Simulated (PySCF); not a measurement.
# Worked example: chemical shift, span and skew from a shielding tensor

CH5BrGaN, SMILES [CH3][Ga]([NH2])[Br]. Atoms are numbered in the order given.

```xyz
9

Ga     0.5466     0.5322     0.1300
Br    -1.0877    -1.0633    -0.2564
C      0.5140     2.2330    -0.8383
H      0.5605     2.0414    -1.9212
H      1.3592     2.8747    -0.5480
H     -0.4291     2.7595    -0.6260
N      1.7556    -0.0013     1.3660
H      2.5491     0.5526     1.6747
H      1.7115    -0.9031     1.8317
```
Charge 0, spin multiplicity 1.

Coordinates come from a TPSSh-D3(BJ)/def2-SVP optimisation. The structure was generated by enumeration; whether it is a known compound was not checked. The values are those of a single conformer.

GIAO shieldings from PySCF with HF/pcSseg-1, non-relativistic, no solvent. The symmetric part of the tensor of C3 has the principal values 193.0, 200.4, 206.5 ppm. The same nucleus in TMS has σ = 192.6 ppm at this level (PySCF, at its B3LYP-D3(BJ)/def2-TZVP geometry). Without spin–orbit terms, shifts of atoms bonded to Cl or Br come out too high.

Problem. Work out the isotropic shielding, the ¹³C shift against TMS, the span and the skew.

Solution. 
σ(iso) = (σ11 + σ22 + σ33)/3 = 200.0 ppm. δ = σ(ref) − σ(iso) = 192.6 − (200.0) = -7.4 ppm.
Span Ω = σ33 − σ11 = 13.5 ppm. Skew κ = 3(σ(iso) − σ22)/Ω = -0.10. Tumbling in solution averages the tensor to δ; in a static solid the shielding alone would spread this spin-1/2 line over Ω.
